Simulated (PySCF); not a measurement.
**Working out the ionisation energy of Cr⁺**

Cr⁺ [Ar] 3d5 (6S) → Cr²⁺ [Ar] 3d4 (5D). Calculation: PySCF 2.14, in pcseg-2 (6s4p3d2f1g, 56 functions); no relativity, point nucleus. Frozen: [Ar]. Energies in hartree (1 hartree = 27.21139 eV):

```json
{"part": "UHF", "Cr⁺ (lower)": "-1043.115830", "Cr²⁺ (upper)": "-1042.562157"}
{"part": "MP2 opposite-spin", "Cr⁺ (lower)": "0.000000", "Cr²⁺ (upper)": "0.000000"}
{"part": "MP2 same-spin", "Cr⁺ (lower)": "-0.070391", "Cr²⁺ (upper)": "-0.035448"}
```

Q: What does Hartree-Fock give?

A: (-1042.562157) − (-1043.115830) = 0.553673 hartree = 15.066 eV.

Q: What do MP2 and SCS-MP2 (6/5 opposite-spin, 1/3 same-spin) give?

A: The opposite-spin parts differ by 0.000 eV and the same-spin parts by 0.951 eV. MP2: 15.066 + (0.000) + (0.951) = 16.017 eV. SCS-MP2: 15.066 + 1.2 × (0.000) + (0.951)/3 = 15.383 eV.

Reference: 16.486 eV (measured; NIST Atomic Spectra Database, ionization energies), between the lowest levels; spin-orbit coupling is absent from the calculation.

The calculation is non-relativistic.

What remains against the reference includes basis incompleteness, the frozen core and correlation beyond second order.
